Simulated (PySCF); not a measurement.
Task: Write Cartesian coordinates for `C[C@@]12CC[C@@](F)(C1)C(=O)C2` as optimised with PBE0-D3(BJ)/def2-SVP.

Result: 
```
atom  x, y, z in Å
C1     2.1154    0.1891    0.6367
C2     0.6787    0.3165    0.1837
C3    -0.1633   -0.9717    0.3384
C4    -1.6212   -0.4700    0.2837
C5    -1.4565    1.0487    0.1127
F6    -2.5765    1.7549    0.3970
C7    -0.2005    1.3355    0.9343
C8    -0.9407    1.2632   -1.3078
O9    -1.5574    1.7065   -2.2356
C10    0.5079    0.8013   -1.2692
H11    2.1708   -0.1226    1.6916
H12    2.6512    1.1460    0.5379
H13    2.6530   -0.5609    0.0351
H14    0.0576   -1.4549    1.3023
H15    0.0719   -1.7024   -0.4502
H16   -2.1599   -0.6411    1.2281
H17   -2.2220   -0.9120   -0.5241
H18   -0.3314    1.0948    2.0006
H19    0.1510    2.3745    0.8346
H20    0.7181    0.0436   -2.0396
H21    1.1537    1.6717   -1.4780
```

Any rigid rotation of these coordinates is as good. Atoms count from 1 in this order. The 9 C–C bonds span 1.512 Å (C1–C2, drawn single) to 1.547 Å (C2–C3, drawn single), a spread of 0.035 Å. Of the pairs four or more bonds apart, H15···H20 is among the closest relative to their van der Waals radii: 2.45 Å, 102 % of the sum of Bondi's values. The 5-membered ring C2–C7–C5–C8–C10 has internal angles of 94.8° to 104.8° (sum 505°, against 540° for a flat polygon); it is puckered, 0.26 Å rms from its mean plane, widest ring torsion 55°. The 5-membered ring C2–C3–C4–C5–C7 has internal angles of 94.8° to 103.9° (sum 505°, against 540° for a flat polygon); it is puckered, 0.26 Å rms from its mean plane, widest ring torsion 55°.

Bonds between heavy atoms (Å): C1–C2 1.512, C2–C3 1.547, C3–C4 1.543, C4–C5 1.537, C5–F6 1.354, C5–C7 1.528, C5–C8 1.526, C8=O9 1.199, C8–C10 1.521, C2–C7 1.541, C2–C10 1.541.

Level of theory: PBE0-D3(BJ)/def2-SVP geometry optimisation, gas phase in PySCF 2.14.0.

Point group: C1 (no symmetry element, even within 0.4 Å). PBE0-D3(BJ)/def2-SVP frequencies: not computed here.

The run took 2.3 min wall on one thread, Arm Neoverse V1 (aarch64) (shared host), and the process peaked at 0.87 GiB of memory. These figures are those of the optimisation.
